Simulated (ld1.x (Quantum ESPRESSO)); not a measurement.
holmium: one change to a PAW potential, before and after

ld1.x (Quantum ESPRESSO) 7.5 input, shortened:

```
&input
   title='Ho', zed=67., rel=1, dft='PZ', iswitch=3,
   config='[Xe] 4f10 5d1 6s1 6p0'
 /
 &inputp
   pseudotype=3, lpaw=.true., tm=.true., lloc=-1, rcloc=2.35,
   nlcc=.true., new_core_ps=.true.,
   which_augfun='BESSEL', rmatch_augfun=1.90
 /
6
5S  1  0   2.00   0.00  1.85  2.20  0.0
6S  2  0   1.00   0.00  1.85  2.20  0.0
5P  2  1   6.00   0.00  2.60  3.05  0.0
6P  3  1   0.00   0.00  2.60  3.05  0.0
5D  3  2   1.00   0.00  1.85  2.20  0.0
5D  3  2   0.00   4.50  1.85  2.20  0.0
 &test
   configts(1)='5s2 5p6 5d1 6s1 6p0'
 /
```

Change: waves 5p (bound): rcut 1.94, rcutus 2.06 bohr; 6p (bound): rcut 1.94, rcutus 2.06 bohr.

Cutoffs: the cutoffs (Ry, on a coarse ladder) from which the occupation-weighted sum of valence levels, in a spherical-Bessel basis at the reference potential, stays within 10 and 1 mRy of its value at 400 Ry; they do not see the model core or the augmentation charge, which bear on the density cutoff. Errors are all-electron minus pseudo energies relative to the spin-unpolarised reference configuration. Spin-polarised tests are left out, since the open f shell is frozen unpolarised in the core.

Task: How do hardness, ghosts and transferability respond?

Result: The potential gets harder (18 Ry and 21 Ry → 21 Ry and 35 Ry); of the 7 tests that both files solve, the error grows in 3 and shrinks in 2 by more than 15 % and 0.3 meV (median size 11.0 → 6.0 meV); neither file shows a bound ghost. A smaller radius makes the pseudo-wave follow the all-electron one further in, where it bends more sharply, so more plane waves are needed.

| quantity | base | changed |
| --- | --- | --- |
| cutoff, loose | 18 Ry | 21 Ry |
| cutoff, tight | 21 Ry | 35 Ry |
| loose cutoff by channel (10 mRy a level) | s 15 Ry, p 8 Ry, d 15 Ry | s 15 Ry, p 15 Ry, d 15 Ry |
| bound ghosts | none | none |
| error for 5s2 5p6 5d1 6s2 6p0, meV [ΔE -7.15 eV] | +0.5 | +2.1 |
| error for 5s2 5p6 5d1 6s0 6p0, meV [ΔE 12.88 eV] | -11 | -6.0 |
| error for 5s2 5p6 5d0 6s0 6p0, meV [ΔE 33.05 eV] | -133 | -125 |
| error for 5s2 5p6 5d1 6s0 6p1, meV [ΔE 3.97 eV] | -1.0 | +3.9 |
| error for 5s2 5p5 5d1 6s2 6p0, meV [ΔE 27.35 eV] | -214 | -178 |
| error for 5s2 5p6 5d1 6s0 6p2, meV [ΔE -0.58 eV] | +0.9 | +5.7 |
| error for 5s2 5p6 5d2 6s1 6p0, meV [ΔE -4.87 eV] | -12 | -11 |
| lowest overlap eigenvalue by channel | s 0.00, p 0.70, d 0.85 | s 0.00, p 0.25, d 0.85 |
